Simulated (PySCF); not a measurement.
# Two-dimensional NMR puzzle

Compound of formula C₇H₇N₃. Correlations simulated from computed shifts and the bond graph:

HSQC (one-bond C–H):
| δH | δC |
| --- | --- |
| 7.32 | 138.6 |
| 6.48 | 109.8 |
| 5.26 | 109.8 |
| 3.13 | 95.0 |
| 2.58 | 13.1 |

COSY cross peaks (H two or three bonds apart, from the bond graph; peaks can be absent where the dihedral angle is near 90°):
| δH | δH |
| --- | --- |
| 7.32 | 6.48 |
| 7.32 | 5.26 |
| 6.48 | 5.26 |

HMBC (two and three bonds, from the bond graph):
| δH | δC |
| --- | --- |
| 7.32 | 109.8 |
| 6.48 | 138.6 |
| 5.26 | 138.6 |
| 3.13 | 135.8, 78.8 |
| 2.58 | 156.0, 135.8 |

Carbons without hydrogens: δ 156.0, 135.8, 78.8.

Theory: GFN2-xTB geometry, shielding tensors at PBE0/pcSseg-1 (GIAO), in PySCF 2.14.0 with density-fitted response routines (single conformer, no solvent, fast rotation and ring inversion assumed for equivalent nuclei, relativity neglected).

Referencing at the same level of theory: ¹H (σref 31.72) and ¹³C (σref 186.93) vs TMS.

Exchangeable hydrogens are left out of these lists.

Task: Assemble the structure.

Result: SMILES C#Cc1nn(C=C)nc1C.

Atoms are numbered as in `[CH:1]#[C:2][c:3]1[n:4][n:5]([CH:6]=[CH2:7])[n:8][c:9]1[CH3:10]`; H(Xn) means a hydrogen on atom n. Ha(C7) is cis to N5; Hb(C7) is trans to N5.

1. δC 156.0 is C9, a substituted aromatic carbon next to a ring nitrogen.
2. δC 138.6 is C6, an alkene CH (δH 7.32).
3. δC 135.8 is C3, a substituted aromatic carbon next to a ring nitrogen.
4. δC 109.8 is C7, a terminal =CH2 carbon (δH 5.26, 6.48).
5. δC 95.0 is C1, a terminal alkyne carbon (δH 3.13).
6. δC 78.8 is C2, an alkyne carbon.
7. δC 13.1 is C10, a methyl carbon on an aromatic ring (δH 2.58).
8. HMBC from δH 3.13 reaches the proton-free carbons C3, C2.
9. HMBC from δH 2.58 reaches the proton-free carbons C9, C3.
10. COSY links 7.32–6.48, 7.32–5.26, 6.48–5.26.

The shifts were computed for this structure.

Shifts are as computed. Against solution values, carbons near 30 ppm lie about +3 ppm off and those near 130 ppm about +5 ppm. Of 1211 compounds with measured shifts, 218 miss one by over three times the rms of a fit or turn the order of signals round; such compounds aren't used in these exercises.
